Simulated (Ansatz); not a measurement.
Gas-phase electronic energies from Ansatz, PBE0-D4/def2-TZVP geometries. CCSD(T)/CBS is the MP2 limit (def2-TZVPP, def2-QZVPP) plus CCSD(T) − MP2 in def2-TZVPP, frozen cores. This one scheme is used for every species, atoms too. Functionals use def2-TZVPP. Open shells (•) are unrestricted, without spin–orbit coupling. Spin–orbit coupling would lower the free atoms: a little for O; strongly for In. def2 core potentials past Kr. For In outer-core shells are correlated without core-valence functions, so the limit isn't a true one: a few kJ/mol of doubt a bond, and 10 to 20 or more in all where bonds break to atoms. One conformer a species, not always the lowest.

Reaction (atomization): `[OH][In-]([OH])([OH])[PH3+]` → 6 H• + In• + 3 O• + P•

```csv
species,r2SCAN-D4 energy (Eh)
`[OH][In-]([OH])([OH])[PH3+]`,-760.87009
H•,-0.49993
In•,-190.18147
O•,-75.05861
P•,-341.23792
```

Q: Work out ΔE.

A: ΔE = 6 × (-0.49993) + 3 × (-75.05861) + (-190.18147) + (-341.23792) − (-760.87009) = 1.27529 Eh = +3348.3 kJ/mol. CCSD(T)/CBS gives +3402.3 kJ/mol.

Largest T1 diagnostic among the species: 0.016.

The D4 term adds +34.8 kJ/mol with B3LYP and +18.8 kJ/mol with PBE0; it sums over pairs of atoms, weighted by their polarisabilities, and B3LYP, whose exchange is more repulsive, gets the larger term. From BLYP to BHLYP (50 % exact exchange), in def2-TZVPP and without D4, ΔE moves by −157.6 kJ/mol: exact exchange takes away binding that semilocal exchange gives to molecules. At CCSD(T), def2-SVP lies −352.7 kJ/mol from the extrapolated value and def2-TZVPP −135.8 kJ/mol: correlation converges slowly with the basis, and small sets miss more of it in the bonded molecule than in its fragments.

B3LYP here is the variant with VWN-RPA as its local correlation; programs differ in this.

For atomizations the MP2-based limit and the directly extrapolated one differ by several kJ/mol either way, and by 10 to 25 for some Ge, Se and Sn compounds, so smaller differences from it don't rank the levels.
